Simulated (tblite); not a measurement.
C7H12N (doublet state).
SMILES with atom numbers: `[H]/[N:6]=[C:5]1/[CH:4][C@@H:3]([CH2:2][CH3:1])[C@H:7]1[CH3:8]` (hydrogens: H9, H10, H11 on C1; H12, H13 on C2; H14 on C3; H15 on C4; H16 on N6; H17 on C7; H18, H19, H20 on C8)

A start from a force field or distance geometry was refined with tblite 0.8.0, GFN2-xTB geometry optimisation, gas phase. Values at the start:

| coordinate | start |
| --- | --- |
| C1–C2 | 1.533 Å |
| C1–H9 | 1.122 Å |
| C2–C3 | 1.497 Å |
| C2–H12 | 1.100 Å |
| C2–H13 | 1.125 Å |
| C3–C4 | 1.511 Å |
| C3–C7 | 1.496 Å |
| C3–H14 | 1.116 Å |
| C4–C5 | 1.498 Å |
| C4–H15 | 1.106 Å |
| C5=N6 | 1.260 Å |
| C5–C7 | 1.498 Å |
| N6–H16 | 1.023 Å |
| C7–C8 | 1.487 Å |
| C7–H17 | 1.123 Å |
| C8–H18 | 1.127 Å |
| C1–C2–C3 | 106.3° |
| C2–C3–C4 | 109.0° |
| C2–C3–C7 | 117.6° |
| C3–C4–C5 | 86.6° |
| C4–C3–C7 | 85.5° |
| C4–C5–N6 | 141.5° |
| C4–C5–C7 | 85.9° |
| N6–C5–C7 | 132.6° |
| C2–C3–C4–C5 | -89° |
| C2–C3–C7–C5 | 81° |
| C3–C4–C5–N6 | 152° |
| C4–C5–C7–C8 | 150° |

Task: How do these coordinates change at the GFN2-xTB level?

Result: 
| coordinate | GFN2-xTB (Å or °) | change |
| --- | --- | --- |
| C4–C5 | 1.402 | -0.096 |
| C3–C7 | 1.561 | +0.065 |
| C8–H18 | 1.089 | -0.038 |
| C5–C7 | 1.534 | +0.036 |
| C1–H9 | 1.087 | -0.035 |
| C2–H13 | 1.091 | -0.034 |
| C2–C3 | 1.531 | +0.034 |
| C4–H15 | 1.074 | -0.032 |
| C7–C8 | 1.519 | +0.032 |
| C7–H17 | 1.093 | -0.030 |
| C3–C4 | 1.490 | -0.021 |
| C5=N6 | 1.281 | +0.021 |
| C3–H14 | 1.097 | -0.019 |
| C1–C2 | 1.523 | -0.010 |
| C2–H12 | 1.092 | -0.008 |
| N6–H16 | 1.018 | -0.005 |
| C4–C5–N6 | 131.8 | -9.7 |
| C2–C3–C4 | 116.7 | +7.7 |
| C3–C4–C5 | 93.9 | +7.3 |
| C4–C5–C7 | 92.1 | +6.2 |
| C1–C2–C3 | 111.5 | +5.2 |
| N6–C5–C7 | 136.1 | +3.5 |
| C4–C3–C7 | 87.7 | +2.2 |
| C2–C3–C7 | 118.6 | +1.0 |
| C2–C3–C7–C5 | 119 | +38 |
| C2–C3–C4–C5 | -121 | -32 |
| C4–C5–C7–C8 | 120 | -30 |
| C3–C4–C5–N6 | 179 | +27 |

The energy falls by 164.7 kJ/mol over 118 L-BFGS steps, the largest force on an atom goes from 3.84 to 0.008 eV/Å, and the atoms move by 0.651 Å rms after alignment. The bond that changes most is C4–C5 (ends: carbon bonded to 2 C and H; carbon bonded to 2 C and N), which shortens by 0.096 Å. Bonds longer at the end by more than 0.005 Å: 5 of 20; shorter: 15. Among the dihedrals that turn most is H11–C1–C2–H13, from 119° to 60°. Rotational constants go from 3161, 1689, 1376 to 3592, 1420, 1122 MHz.

Its GFN2-xTB frequencies are all real (lowest 64 cm⁻¹).

One conformer stands for the species.

The numbers are calculated, not measured.
